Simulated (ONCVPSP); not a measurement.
## Pseudopotential generation for copper (Cu): ONCV, PBE, non-relativistic.

ONCVPSP 4.0.1 was run on this input:

```
# ATOM AND REFERENCE CONFIGURATION
# atsym  z   nc   nv     iexc    psfile
  Cu 29.00    3    3        4      upf
#
#   n    l    f
    1    0    2.00
    2    0    2.00
    2    1    6.00
    3    0    2.00
    3    1    6.00
    3    2    8.00
#
# PSEUDOPOTENTIAL AND OPTIMIZATION
# lmax
    2
#
#   l,   rc,      ep,       ncon, nbas, qcut
    0    0.65    0.00    3    7    9.20
    1    0.95    0.00    4    8   11.80
    2    1.25    0.00    4    9   14.20
#
# LOCAL POTENTIAL
# lloc, lpopt,  rc(5),   dvloc0
    4    3    0.60    2.00
#
# VANDERBILT-KLEINMAN-BYLANDER PROJECTORs
# l, nproj, debl
    0    2    2.00
    1    2    2.30
    2    2    2.40
#
# MODEL CORE CHARGE
# icmod, fcfact, rcfact
    2    0.35    0.95
#
# LOG DERIVATIVE ANALYSIS
# epsh1, epsh2, depsh
   -7.00    5.00    0.04
#
# OUTPUT GRID
# rlmax, drl
    6.00    0.01
#
# TEST CONFIGURATIONS
# ncnf
    4
# nvcnf
#   n    l    f
    4
    3    0    2.00
    3    1    6.00
    3    2   10.00
    4    0    1.00
#
    3
    3    0    2.00
    3    1    6.00
    3    2   10.00
#
    3
    3    0    2.00
    3    1    6.00
    3    2    9.00
#
    4
    3    0    2.00
    3    1    6.00
    3    2    9.00
    4    0    1.00
#
```

Command:

```bash
oncvpspnr.x < Cu.dat > Cu.out
```

The program printed (shortened: citation, most of the input echo, consistency checks and plot data are left out):

```
ONCVPSP  (Optimized Norm-Conservinng Vanderbilt PSeudopotential)
scalar-relativistic version 4.0.1

#   n    l    f        energy (Ha)
    1    0    2.00    -3.2314747E+02
    2    0    2.00    -3.9959146E+01
    2    1    6.00    -3.5243806E+01
    3    0    2.00    -5.7695111E+00
    3    1    6.00    -4.2944604E+00
    3    2    8.00    -1.8092719E+00

Reference configufation results
  iterations    20
  all-electron total energy (Ha)   -1.63776520D+03

Begin loop to  construct optimized pseudo wave functions
and semi-local pseudopoentials for all angular momenta

WARNING wellstate: negative energy specified for n= 4 l=  0
WARNING scattering state with energy  0.25000000
WARNING will be used for the first projector

   Wellstate for l =  0  n =  6
     eigenvalue =   0.2500
     asymptotic potential =   0.7500
     half-point radius =  4.5275

Calculating optimized projector #   1

 for l=   0

    Fraction of norm inside rc  0.437388
    Optimizing pswf for qcut=   9.19 a_B^-1,  ecut=  42.21 Ha
    Residual kinetic energy error=  3.65D-02 Ha

    Energy error per electron        Cutoff
         Ha          eV             Ha
         0.01000     0.27211       95.74
         0.00100     0.02721      317.33

Calculating optimized projector #   2

 for l=   0

    Fraction of norm inside rc  0.009717
    Optimizing pswf for qcut=   9.19 a_B^-1,  ecut=  42.21 Ha
    Residual kinetic energy error=  2.10D-03 Ha

    Energy error per electron        Cutoff
         Ha          eV             Ha
         0.01000     0.27211       28.58
         0.00100     0.02721       49.13
         0.00010     0.00272      264.17
         0.00001     0.00027      583.25

WARNING wellstate: negative energy specified for n= 4 l=  1
WARNING scattering state with energy  0.25000000
WARNING will be used for the first projector

   Wellstate for l =  1  n =  5
     eigenvalue =   0.2500
     asymptotic potential =   0.7500
     half-point radius =  2.0228

Calculating optimized projector #   1

 for l=   1

    Fraction of norm inside rc  0.786019
    Optimizing pswf for qcut=  11.81 a_B^-1,  ecut=  69.77 Ha
    Residual kinetic energy error=  4.59D-06 Ha

    Energy error per electron        Cutoff
         Ha          eV             Ha
         0.01000     0.27211       35.20
         0.00100     0.02721       44.21
         0.00010     0.00272       51.34
         0.00001     0.00027       58.75

Calculating optimized projector #   2

 for l=   1

    Fraction of norm inside rc  0.015475
    Optimizing pswf for qcut=  11.81 a_B^-1,  ecut=  69.77 Ha
    Residual kinetic energy error=  1.66D-06 Ha

    Energy error per electron        Cutoff
         Ha          eV             Ha
         0.01000     0.27211       23.57
         0.00100     0.02721       34.12
         0.00010     0.00272       43.12
         0.00001     0.00027       50.24

   Wellstate for l =  2  n =  5
     eigenvalue =   0.5907
     asymptotic potential =   1.0907
     half-point radius =  3.1102

Calculating optimized projector #   1

 for l=   2

    Fraction of norm inside rc  0.837025
    Optimizing pswf for qcut=  14.19 a_B^-1,  ecut= 100.71 Ha
    Residual kinetic energy error=  1.28D-07 Ha

    Energy error per electron        Cutoff
         Ha          eV             Ha
         0.01000     0.27211       61.47
         0.00100     0.02721       72.88
         0.00010     0.00272       82.02
         0.00001     0.00027       89.33

Calculating optimized projector #   2

 for l=   2

    Fraction of norm inside rc  0.033954
    Optimizing pswf for qcut=  14.19 a_B^-1,  ecut= 100.71 Ha
    Residual kinetic energy error=  1.27D-07 Ha

    Energy error per electron        Cutoff
         Ha          eV             Ha
         0.01000     0.27211       51.25
         0.00100     0.02721       66.01
         0.00010     0.00272       78.26
         0.00001     0.00027       87.35

Construct Vanderbilt / Kleinmman-Bylander projectors

B matrix Hermiticity error, ll=   0
   1   2   -9.8847E-08

  Orthonormal projector coefficients  3.4467E+01  9.0761E+00

B matrix Hermiticity error, ll=   1
   1   2   -7.4362E-09

  Orthonormal projector coefficients  1.0936E+01  2.0985E+00

B matrix Hermiticity error, ll=   2
   1   2    3.0763E-09

  Orthonormal projector coefficients -6.6558E+00 -3.2670E+00

Model core correction analysis
  based on d2Exc/dn_idn_j

d2excae - all-electron derivatives

   -4.389210D-02   -4.118212D-02   -3.272120D-02
   -4.118228D-02   -4.001303D-02   -3.248372D-02
   -3.272154D-02   -3.248391D-02   -3.150091D-02

d2excps - pseudofunction derivatives with no core correction

   -4.346961D-02   -4.208479D-02   -3.614726D-02
   -4.208470D-02   -4.106587D-02   -3.545428D-02
   -3.614744D-02   -3.545439D-02   -3.314859D-02

rms 2nd derivative error    2.279221E-03

amplitude prefactor, scale prefactor
    9.7395    1.2046

d2excps - pseudofunction derivatives with core correction

   -4.161376D-02   -3.992568D-02   -3.565964D-02
   -3.992578D-02   -3.880445D-02   -3.481681D-02
   -3.565981D-02   -3.481688D-02   -3.303891D-02

rms 2nd derivative error    2.116817E-03

Pseudoatom total energy -191.307190

Diagnostic tests using Vanderbilt-Kleinman-Bylander pseudopotentials
  1 or more projectors used as specified by nproj input data

   l    rcore       rmatch      e in        delta e   norm test  slope test

   0   0.6519496   0.6717442  -5.7695111   0.0005568   0.9999987   1.0006436
   0   0.6519496   0.6717442   0.2500000   0.0015345   0.9999919   0.9999919

   1   0.9503571   0.9792120  -4.2944604   0.0000004   1.0000000   1.0000002
   1   0.9503571   0.9792120   0.2500000  -0.0000000   1.0000000   1.0000000

   2   1.2513936   1.2893886  -1.8092719  -0.0000003   0.9999999   0.9999996
   2   1.2513936   1.2893886   0.5907281  -0.0000000   1.0000000   1.0000000

 Testing for bound ghosts
   n   l    E NL Schr. Eq   E Basis Diag.   E Cutoff

   1   0       -5.768954       -5.755620    439.68

   2   1       -4.294460       -4.294113    335.37

   3   2       -1.809272       -1.808667    283.32

 Testing for highly-localized positive-energy ghosts
       l    <radius>/rc     E Basis Diag.   E Cutoff

       0        0.833393       27.196663    439.68  WARNING - GHOST(+)

Test configuration 0

   n   l     f        eae           eps        diff
   1   0  2.0000 -323.14746661
   2   0  2.0000  -39.95914591
   2   1  6.0000  -35.24380555
   3   0  2.0000   -5.76951112   -5.76895432    5.57D-04
   3   1  6.0000   -4.29446041   -4.29445998    4.31D-07
   3   2  8.0000   -1.80927195   -1.80927225   -3.01D-07

    Total energies and differences
      AE_ref= -1.63776520D+03  AE_tst= -1.63776520D+03  dif=  0.00D+00
      PS_ref= -1.91307190D+02  PS_tst= -1.91307190D+02  dif= -1.28D-12
      PSP excitation error=  1.28D-12

Test configuration 1

   n   l     f        eae           eps        diff
   1   0  2.0000 -321.42662954
   2   0  2.0000  -38.21405379
   2   1  6.0000  -33.50139586
   3   0  2.0000   -4.07723645   -4.07462096    2.62D-03
   3   1  6.0000   -2.61298716   -2.61070392    2.28D-03
   3   2 10.0000   -0.19158225   -0.19203690   -4.55D-04
   4   0  1.0000   -0.16310646   -0.16267316    4.33D-04

    Total energies and differences
      AE_ref= -1.63776520D+03  AE_tst= -1.64028939D+03  dif= -2.52D+00
      PS_ref= -1.91307190D+02  PS_tst= -1.93832505D+02  dif= -2.53D+00
      PSP excitation error=  1.12D-03

Test configuration 2

   n   l     f        eae           eps        diff
   1   0  2.0000 -321.74082553
   2   0  2.0000  -38.51913333
   2   1  6.0000  -33.80728106
   3   0  2.0000   -4.39132682   -4.38819375    3.13D-03
   3   1  6.0000   -2.92799729   -2.92512386    2.87D-03
   3   2 10.0000   -0.50535913   -0.50582623   -4.67D-04

    Total energies and differences
      AE_ref= -1.63776520D+03  AE_tst= -1.63999859D+03  dif= -2.23D+00
      PS_ref= -1.91307190D+02  PS_tst= -1.93542388D+02  dif= -2.24D+00
      PSP excitation error=  1.81D-03

Test configuration 3

   n   l     f        eae           eps        diff
   1   0  2.0000 -322.37121457
   2   0  2.0000  -39.16234122
   2   1  6.0000  -34.44898379
   3   0  2.0000   -5.01793010   -5.01621916    1.71D-03
   3   1  6.0000   -3.54991807   -3.54854291    1.38D-03
   3   2  9.0000   -1.09651786   -1.09775875   -1.24D-03

    Total energies and differences
      AE_ref= -1.63776520D+03  AE_tst= -1.63920903D+03  dif= -1.44D+00
      PS_ref= -1.91307190D+02  PS_tst= -1.92751907D+02  dif= -1.44D+00
      PSP excitation error=  8.90D-04

Test configuration 4

   n   l     f        eae           eps        diff
   1   0  2.0000 -321.96983974
   2   0  2.0000  -38.77169978
   2   1  6.0000  -34.05742474
   3   0  2.0000   -4.62052272   -4.61897823    1.54D-03
   3   1  6.0000   -3.15234306   -3.15121566    1.13D-03
   3   2  9.0000   -0.70377995   -0.70468303   -9.03D-04
   4   0  1.0000   -0.49013478   -0.48980797    3.27D-04

    Total energies and differences
      AE_ref= -1.63776520D+03  AE_tst= -1.63985522D+03  dif= -2.09D+00
      PS_ref= -1.91307190D+02  PS_tst= -1.93397661D+02  dif= -2.09D+00
      PSP excitation error=  4.53D-04
```

oncvpspnr.x prints “scalar-relativistic version” in its banner although the run is non-relativistic.

The run took about 5.5 s on one core of a shared server CPU.
